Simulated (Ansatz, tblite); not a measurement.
Cost and result up the ladder for Na2F2 (the lowest singlet isomer of a short search) (4 atoms). The state is a singlet with charge 0. Geometry: PBE0-D4/def2-TZVP.

```xyz
4

Na    0.762    1.181    0.179
Na   -0.762   -1.181   -0.179
F    -1.267    0.777    0.265
F     1.267   -0.777   -0.265
```

Ansatz on 4 threads of Arm Neoverse V2 on a shared host; xTB runs through tblite on one thread. Times are rough, summed over both states, and most runs start from the orbitals of an earlier one. CCSD(T)/def2-TZVPP serves as the yardstick here, not as an exact answer. The other state is a doublet.

The xTB rows come from tblite. Correlated methods freeze 4 core orbitals; core or outer-core shells of Na are correlated, in sets that lack core-valence functions. The structure comes from a short search, and lower isomers may exist.

Raw xTB energies of ions are shifted by several eV.

```tsv
level	functions	wall time
GFN2-xTB	16	0.003 s
GFN1-xTB	16	0.004 s
PBE-D4/def2-TZVP	126	3.3 s
PBE0-D4/def2-TZVP (with forces)	126	8.4 s
r2SCAN-D4/def2-TZVP	126	8.9 s
CCSD(T)/def2-TZVPP	126	65 s
```

(1) Estimate what each level gives for the vertical IE (eV).

Results:

(1) 
```tsv
level	vertical IE (eV)	difference from CCSD(T)/def2-TZVPP (eV)
GFN2-xTB	14.08	2.94
GFN1-xTB	13.73	2.59
PBE-D4/def2-TZVP	9.79	-1.35
PBE0-D4/def2-TZVP (with forces)	10.23	-0.90
r2SCAN-D4/def2-TZVP	9.90	-1.24
CCSD(T)/def2-TZVPP	11.14	0.00
```
